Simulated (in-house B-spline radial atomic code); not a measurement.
Values are calculated unless marked as measured or tabulated.
# Correlation energy from the adiabatic connection: ω²r²/2 − Z/r, ω = 0.0594, Z = 2

Two electrons in a singlet, external potential ω²r²/2 − Z/r, ω = 0.0594, Z = 2 (atomic units). Full CI in B-splines (partial waves to l = 8, correlation up to 0.6 % small) with the density held fixed gives W(λ) = <V_ee>_λ − U, and E_c is the integral of W(λ) − W(0) from 0 to 1.

| λ | W(λ) − W(0) (hartree) |
| --- | --- |
| 0 | 0.00000 |
| 0.02 | -0.00192 |
| 0.05 | -0.00477 |
| 0.12 | -0.01127 |
| 0.25 | -0.02283 |
| 0.4 | -0.03538 |
| 0.6 | -0.05094 |
| 0.8 | -0.06530 |
| 1 | -0.07857 |

Task: Integrate the table by the trapezoid rule.

Result: The strips give -0.00002, -0.00010, -0.00056, -0.00222, -0.00437, -0.00863, -0.01162, -0.01439, which sum to -0.04191 hartree. The direct value, W(1) − W(0) + T_c with T_c = 0.03659, is -0.04198; the curve is convex, so chords lie above it and the trapezoids fall short in size by 0.18 %.

Task: Now use only three numbers: W(0) = -1.0268, the initial slope W'(0) = -0.09646 (extrapolated from the first points) and the strong-coupling limit of the point-charge-plus-continuum model, W∞ = -1.4648. What do second-order theory and the interpolation W(λ) = W∞ + (W(0) − W∞)/√(1 + 2χλ) of Seidl, Perdew and Levy give?

Result: Second order keeps the slope alone: E_c = W'(0)/2 = -0.04823, +15 % in size against -0.04198. Matching the slope fixes χ = W'(0)/(W∞ − W(0)) = -0.09646/(-0.43800) = 0.22023. Integrating, with s = √(1 + 2χ) = 1.200190, E_c = −(W(0) − W∞)(s − 1)/(s + 1) = −0.43800 × 0.200190/2.200190 = -0.03985 hartree, -5.1 % in size against the full result. At λ = 1 the formula gives W − W(0) = -0.07306 against -0.07857. Part of the miss can come from the model's W∞.
